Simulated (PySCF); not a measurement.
# Fractional electron number in Eu⁺ (europium, charge +1)

The 6s alpha orbital of [Xe] 4f7 6s1 is emptied in steps (occupation f), with all orbitals relaxed, ending at [Xe] 4f7. Calculation: PySCF 2.14, in def2-SVP with the def2 core potential (28 electrons); a scalar-relativistic core potential. The exact energy is a straight line in f; departures are measured from the line between the end points of the same method.

```json
{"f": "1", "PBE0 (eV)": "0.000", "r2SCAN (eV)": "0.000"}
{"f": "0.8", "PBE0 (eV)": "-0.301", "r2SCAN (eV)": "-0.357"}
{"f": "0.6", "PBE0 (eV)": "-0.453", "r2SCAN (eV)": "-0.522"}
{"f": "0.4", "PBE0 (eV)": "-0.454", "r2SCAN (eV)": "-0.508"}
{"f": "0.2", "PBE0 (eV)": "-0.301", "r2SCAN (eV)": "-0.323"}
{"f": "0", "PBE0 (eV)": "0.000", "r2SCAN (eV)": "0.000"}
```

| method | E(f=0) − E(f=1) (eV) | −ε at f=1 (eV) | −ε at f=0.4 (eV) |
| --- | --- | --- | --- |
| PBE0 | 11.258 | 9.383 | 11.632 |
| r2SCAN | 11.208 | 8.934 | 11.710 |

Orbital energy along the path (eV):

```
  f     PBE0   r2SCAN
  1   -9.383   -8.934
0.8  -10.125   -9.911
0.6  -10.872  -10.846
0.4  -11.632  -11.710
0.2  -12.413  -12.531
  0  -12.947  -12.949
```

Reference removal energy between the ground levels: 11.24 ± 0.006 eV (semi-empirical (NIST evaluation); NIST Atomic Spectra Database, ionization energies).
